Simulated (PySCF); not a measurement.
# Electronic structure of Rh (rhodium, neutral) at the UHF level

Configuration: [Kr] 4d7 5s1 5p1, one real determinant (an excited configuration). All numbers are calculated (PySCF 2.14, scalar relativity through the core potential, in aug-cc-pVDZ-PP with ECP28MDF).

```
Total energy                                                  : -109.283799 hartree
One-electron energy                                           : -190.6014 hartree
Hartree (Coulomb) energy                                      : 91.8684 hartree
Exchange energy                                               : -10.5508 hartree
⟨S²⟩                                                          : 8.7531
⟨L²⟩                                                          : 13.967
Sum of ⟨r⟩                                                    : 26.31 bohr
Sum of ⟨r²⟩                                                   : 60.20 bohr²
Traceless quadrupole moment −½Σ⟨3z² − r²⟩ along its main axis : -8.71 e·bohr²
```

```json
{"shell": "4s α", "electrons": "1", "mean orbital energy (hartree)": "-4.02426", "spread (hartree)": "0", "rms radius, mean of both spins (bohr)": "1.05"}
{"shell": "4s β", "electrons": "1", "mean orbital energy (hartree)": "-3.80779", "spread (hartree)": "0", "rms radius, mean of both spins (bohr)": "1.05"}
{"shell": "4p α", "electrons": "3", "mean orbital energy (hartree)": "-2.66538", "spread (hartree)": "0.01424", "rms radius, mean of both spins (bohr)": "1.16"}
{"shell": "4p β", "electrons": "3", "mean orbital energy (hartree)": "-2.40350", "spread (hartree)": "0.02360", "rms radius, mean of both spins (bohr)": "1.16"}
{"shell": "4d α", "electrons": "5", "mean orbital energy (hartree)": "-0.65591", "spread (hartree)": "0.04561", "rms radius, mean of both spins (bohr)": "1.61"}
{"shell": "4d β", "electrons": "2", "mean orbital energy (hartree)": "-0.55079", "spread (hartree)": "0.00813", "rms radius, mean of both spins (bohr)": "1.61"}
{"shell": "5s α", "electrons": "1", "mean orbital energy (hartree)": "-0.35999", "spread (hartree)": "0", "rms radius, mean of both spins (bohr)": "3.43"}
{"shell": "5p α", "electrons": "1", "mean orbital energy (hartree)": "-0.18638", "spread (hartree)": "0", "rms radius, mean of both spins (bohr)": "4.46"}
```

⟨L²⟩ = 13.97 against 20 for a pure G term, so this real determinant mixes terms. Energies and moments cover only the electrons outside the core potential.
